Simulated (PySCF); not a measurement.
CH8FNSi2, SMILES NC[SiH2][SiH2]F.

Geometry optimised at PBE0-D3(BJ)/def2-SVP. This is a generated structure with no PubChem entry under its InChIKey; it may be hypothetical. The values are those of a single conformer.

Two levels are set side by side: TDA-PBE/def2-SVPD (PySCF) and TDA-ωB97X/def2-SVPD (PySCF). Vertical, same geometry. The lowest singlet is HOMO→LUMO 97 % with PBE and HOMO→LUMO 49 %, HOMO→LUMO+1 27 % with the other functional; states are paired by order. Differences are taken from unrounded values.

```json
[
 {"quantity": "lowest singlet excitation (eV)", "TDA-ωB97X": "6.05"},
 {"quantity": "lowest triplet excitation (TDA) (eV)", "TDA-ωB97X": "5.50"},
 {"quantity": "first bright state (f over 0.05) (eV)", "TDA-ωB97X": "6.25"},
 {"quantity": "its oscillator strength", "TDA-ωB97X": "0.05"}
]
```

Task: What does TDA-PBE give, and how far is it from TDA-ωB97X? (An estimate is asked for; the answer gives what the named calculation found.)

Result: 
```csv
quantity,TDA-PBE,TDA-PBE minus TDA-ωB97X
lowest singlet excitation (eV),4.06,-1.99
lowest triplet excitation (TDA) (eV),3.84,-1.65
first bright state (f over 0.05) (eV),5.31,-0.93
its oscillator strength,0.06,0.01
```

Functionals without exact exchange tend to place singlet excitations lower, as here. Differences between two approximate levels are no errors against the true value.

Rough cost on one machine, each run with all the roots and properties that it gave: TDA-ωB97X against TDA-PBE about 5 times.
